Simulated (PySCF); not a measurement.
Mo(O)2(Me)(SH) (CH4MoO2S), SMILES [CH3][Mo](=[O])(=[O])[SH], multiplicity 1. Coordinates come from a PBE-D3(BJ)/def2-SVP optimisation. The multiplicity is an assumed one; no other spin state was optimised. The structure was generated by enumeration; whether it is a known compound was not checked. The def2 effective core potentials stand for the cores of Mo; spin–orbit coupling is left out. One conformer was computed; it need not be the lowest.

Computed with PBE-D3(BJ)/def2-SVP run with PySCF.

Harmonic wavenumbers (cm⁻¹): 134, 149, 162, 193, 218, 291, 305, 407, 544, 578, 601, 638, 990, 1004, 1137, 1338, 1347, 2598, 2960, 3073, 3076. Rotational constants (GHz): 3.471, 1.946, 1.853; symmetry number 1.

Problem. Work out the zero-point energy and the ideal-gas rigid-rotor harmonic-oscillator thermochemistry at 298.15 K and 1 atm.

Solution. ZPE = ½ Σ hcν = ½ × 21742 cm⁻¹ = 130.05 kJ/mol. H − E(el) = 153.02 kJ/mol. Entropy in J/(mol K): translation 173.23, rotation 115.66, vibration 76.32, total 365.21. G − E(el) = 44.13 kJ/mol. Cp = 115.56 J/(mol K). Modes under 150 cm⁻¹ make the vibrational entropy uncertain.
